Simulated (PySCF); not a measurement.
Bonds (- single, = double, # triple, : aromatic): C1=C2, C2-O3, O3-Si4, C2-O5, O5-C6, C6-C7, C7-F8, C7-F9. C1 carries H10, H11; Si4 carries H12, H13, H14; C6 carries H15, H16; C7 carries H17. H10 is cis to O3; H11 is trans to O3.

All values are calculated (PySCF 2.14): GIAO PBE0/pcSseg-1 shieldings, GFN2-xTB geometry. One conformer, no relativistic terms, isolated molecule, averaged over atoms made equivalent by symmetry, fast rotation or ring inversion.

δ = σ(ref) − σ, references computed at the same level: $^{13}$C (σ = 186.93 ppm) and $^{1}$H (σ = 31.72 ppm) and $^{29}$Si (σ = 349.16 ppm) vs TMS; $^{17}$O (σ = 336.08 ppm) vs H2O; $^{19}$F (σ = 170.95 ppm) against CFCl3.

| atoms | nucleus | count | Hirshfeld charge | δ (ppm) |
| --- | --- | --- | --- | --- |
| O5 | $^{17}$O | 1 | -0.09 | ? |
| C6 | $^{13}$C | 1 | 0.00 | 72.5 |
| C7 | $^{13}$C | 1 | 0.15 | 121.8 |
| C2 | $^{13}$C | 1 | 0.14 | 167.8 |
| Si4 | $^{29}$Si | 1 | 0.38 | -41.6 |
| H17 | $^{1}$H | 1 | 0.05 | 6.40 |
| F8/F9 | $^{19}$F | 2 | -0.10 | ? |
| O3 | $^{17}$O | 1 | -0.19 | ? |
| H12/H13/H14 | $^{1}$H | 3 | -0.08 | 4.83 |
| H10 | $^{1}$H | 1 | 0.05 | 3.72 |
| C1 | $^{13}$C | 1 | -0.19 | 63.2 |
| H15/H16 | $^{1}$H | 2 | 0.05 | ? |
| H11 | $^{1}$H | 1 | 0.04 | 3.20 |

Question: Estimate the values marked ?.

Answer: 
- H15/H16: 4.02 ppm, hydrogen on an sp3 CH2 bonded to O; its carbon carries O, which withdraws density
- O5: 124.3 ppm, ether oxygen
- O3: 107.2 ppm, oxygen bonded to C, Si
- F8/F9: -140.8 ppm, fluorine of a CF2 group

Shifts are as computed. Against solution values, carbons near 30 ppm lie about +3 ppm off and those near 130 ppm about +5 ppm. Of 1309 compounds with measured shifts, 239 miss one by over three times the rms of a fit or turn the order of signals round; such compounds aren't used in these exercises. Unscaled 19F shifts against computed CFCl3 carry errors that often reach 10 to 50 ppm. Experimental scales use liquid or dissolved standards, which lie at an offset from isolated H2O (liquid H2O: subtract about 36 ppm).
